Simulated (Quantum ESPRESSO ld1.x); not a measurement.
Q: Coherent X-ray form factor from a spherical all-electron density. Calculated with ld1.x of Quantum ESPRESSO 7.5: scalar-relativistic Kohn-Sham, LDA (Slater exchange, Perdew-Zunger correlation), spin-polarised, spherical densities, point nucleus.

sin(theta)/lambda (1/angstrom),f0 (electrons)
0.05,36.951
0.1,36.806
0.15,36.566
0.2,36.234
0.25,35.816
0.3,35.318
0.4,34.106
0.5,32.661
0.6,31.052
0.8,27.617
1,24.275
1.25,20.660
1.5,17.799
2,13.712

The species is in the configuration that NIST lists as its ground one. Which atom or ion scatters so?

A: The tantalum ion Ta36+, [Kr] 4d1. Extrapolating in s^2 from the first two rows gives f0(0) = 37.0, near the electron count 37; among species with that count, the fall with angle is slower the higher Z, and the table is that of Z = 73; from so few rows the species is fixed only to a neighbour or two.
